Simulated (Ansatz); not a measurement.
Geometry optimisation, RKS CAM-B3LYP/def2-SVP (Ansatz).

input.yaml

```yaml
crystal:
  periodic: [false, false, false]
  atoms:
    - { symbol: B, position_ang: [0.0, 0.0, 0.0] }
    - { symbol: "N", position_ang: [0.0, 0.0, 1.9] }
    - { symbol: H, position_ang: [-0.877, -0.2713, 2.43] }
    - { symbol: H, position_ang: [0.877, 0.2713, 2.43] }
    - { symbol: F, position_ang: [1.1431, 0.0, -0.66] }
    - { symbol: F, position_ang: [-1.1431, 0.0, -0.66] }
    - { symbol: O, position_ang: [-0.2139, 1.6086, 0.5392] }
    - { symbol: H, position_ang: [-1.1525, 1.9139, 0.3252] }
    - { symbol: H, position_ang: [-0.1432, 1.0772, 1.5734] }
basis:
  gaussian: { orbitals: def2-SVP }
hamiltonian:
  xc: cam_b3lyp
relax:
  f_tol: 0.15
  max_steps: 25
  restrain:
    - { distance: [0, 6], at: 1.41, k: 30.0 }
    - { distance: [8, 1], at: 1.06, k: 30.0 }
    - { distance: [0, 1], at: 2.75, k: 30.0 }
    - { distance: [8, 6], at: 2.21, k: 30.0 }
output:
  orbitals: {}
```

Command:

```bash
$ ansatz run input.yaml --threads 4 --pin off --max-ram 5120MiB --backend cpu --events-out ev --progress --plain --runs-dir out
```

**Question.** Where does it end, and by what steps?

**Answer.** It converged. The restraints hold the end off the free minimum; the threshold counts their pulls, which the force column leaves out. Restrained pairs: B1–O7 (1.71 → 1.38 Å), N2–H9 (1.13 → 1.04 Å), B1–N2 (1.90 → 2.74 Å), O7–H9 (1.16 → 2.22 Å). After 8 steps the energy has fallen by 3.322 eV (the restraints' own energy left out); B1 moved furthest, 0.69 Å.

```csv
step,energy less start (eV),largest force component (eV/Å),accepted
0,0.0000,5.904,yes
1,-1.0940,6.087,yes
2,-1.8802,4.676,yes
3,-2.5096,2.587,yes
4,-3.0866,1.829,yes
5,-3.2849,1.053,yes
6,-3.2890,1.392,yes
7,-3.3156,0.967,yes
8,-3.3216,0.899,yes
```

```xyz
9
Properties=species:S:1:pos:R:3
B -0.096 0.505 -0.459
N -0.041 -0.025 2.232
H -0.736 -0.144 2.967
H 0.855 -0.341 2.601
F 1.148 0.088 -0.546
F -1.071 -0.250 -0.937
O -0.337 1.780 0.003
H -1.279 1.997 -0.021
H 0.048 0.991 2.039
```

The run took 13 s on 4 threads of Intel(R) Xeon(R) Platinum 8488C (Sapphire Rapids), on a shared host, peak memory 0.21 GiB.
